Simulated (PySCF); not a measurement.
Below is a simulated gas-phase C 1s photoelectron spectrum of `c1oc([SiH]([SiH3])[SiH3])cc1`.

Every computed line was given a Gaussian of 0.4 eV full width at half maximum and an area set by the number of equivalent atoms; the highest printed point is 100. Computed, not measured: delta-SCF UKS SCAN, pcX-2 on the ionised atom, pcseg-1 elsewhere, spin-free X2C (PySCF).

(binding energy (eV), intensity): (289.6, 0), (289.7, 2), (289.8, 7), (289.9, 22), (290.0, 47), (290.1, 78), (290.2, 100), (290.3, 100), (290.4, 79), (290.5, 49), (290.6, 27), (290.7, 23), (290.8, 37), (290.9, 56), (291.0, 64), (291.1, 59), (291.2, 56), (291.3, 61), (291.4, 63), (291.5, 51), (291.6, 30), (291.7, 12), (291.8, 4), (291.9, 1)

Problem. How many maxima does the curve show, and how many computed lines lie under it?

Solution. The curve has 3 maxima (at 290.2, 291.0 and 291.4 eV). Under it lie 4 lines from 4 inequivalent carbon sites. At this width some lines have no maximum of their own.

Problem. Decompose the envelope and assign each component. Numbering: `[SiH3:1][SiH:2]([SiH3:3])[c:4]1[cH:5][cH:6][cH:7][o:8]1`.

Solution. 
```
position (eV)  relative area  line  atoms                        environment
       290.15              1  C 1s     C5                 aromatic CH carbon
       290.35              1  C 1s     C6                 aromatic CH carbon
       290.98              1  C 1s     C4        substituted aromatic carbon
       291.40              1  C 1s     C7  aromatic CH next to a ring oxygen
```

Problem. What are the centre and the root-mean-square width of the whole band?

Solution. The area-weighted mean of the lines is 290.72 eV. Their own spread about it is 0.50 eV (rms) and each Gaussian has σ = 0.4/2.355 = 0.17 eV; the variances add, which gives 0.52 eV.

The listed C 1s values span 1.25 eV, from C5 (bonded to 2 C (aromatic in the SMILES) and H) to C7 (bonded to O (aromatic in the SMILES), C (aromatic in the SMILES) and H). The widest gap between neighbouring values is 0.63 eV, between 290.35 and 290.98 eV. Summing the Pauling electronegativity differences to the bonded atoms, each weighted by its formal bond order, gives -0.35 for the lowest site and +0.99 for the highest; no listed site has a larger sum than the highest.

No satellites, vibrations or lifetime broadening are included. The structure is a single PBE0-D3(BJ)/def2-SVP conformer in the gas phase; no vibrational or solvent corrections.

The values belong to the conformer `[SiH3:1][SiH:2]([SiH3:3])[c:4]1[cH:5][cH:6][cH:7][o:8]1`: Si1–Si2–C4–C5 -118°.
